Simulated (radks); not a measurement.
Neutral gadolinium inside a hard spherical wall (all orbitals vanish at R), configuration held at [Xe] 4f7 5d1 6s2 and not refilled when levels cross. Calculated with a radial shooting solver on a logarithmic mesh with Libxc functionals: scalar-relativistic Kohn-Sham, LDA (Slater exchange, Perdew-Wang correlation), spin-polarised, spherical densities, point nucleus; open shells are filled with parallel spins first (spin-orbit coupling, left out, can overturn this in heavy ions). Eigenvalues in eV for spin up, with the zero of energy where the potential of the charges vanishes at infinity; a dash marks a level that is unbound or too diffuse for the functional's potential to be trusted. A positive occupied level is held by the wall or, in an anion where self-interaction has pushed it up, behind a barrier. The pressure on the wall is -dE/dV.

R (bohr),E (hartree),kinetic (hartree),e(5p),e(4f),e(6s),e(5d),"e(6p, empty)","e(7s, empty)",pressure (GPa)
free,-11263.9109,12093.226,-28.250,-10.577,-4.479,-3.098,-1.489,-0.100,0
20,-11263.9109,12093.226,-28.250,-10.577,-4.479,-3.098,-1.489,0.001,< 0.0001
12,-11263.9107,12093.229,-28.225,-10.552,-4.460,-3.076,-1.423,0.965,0.00441
10,-11263.9089,12093.245,-28.115,-10.439,-4.374,-2.979,-1.224,2.230,0.0489
8,-11263.8956,12093.334,-27.631,-9.941,-3.952,-2.551,-0.437,5.623,0.554
6,-11263.8005,12093.792,-25.915,-8.132,-1.952,-0.920,2.789,16.274,7.17
5,-11263.6036,12094.582,-23.966,-5.991,1.307,1.211,7.646,30.077,30.4
3.5,-11262.1040,12100.257,-16.372,2.921,20.677,11.202,33.494,92.195,472
3,-11260.1583,12107.466,-9.387,10.951,41.483,20.862,58.861,146.64,1530
2.5,-11255.1922,12124.885,5.466,26.375,86.532,41.108,110.73,250.87,5930
2,-11240.5234,12172.188,43.002,58.287,194.95,90.116,229.73,475.50,29400
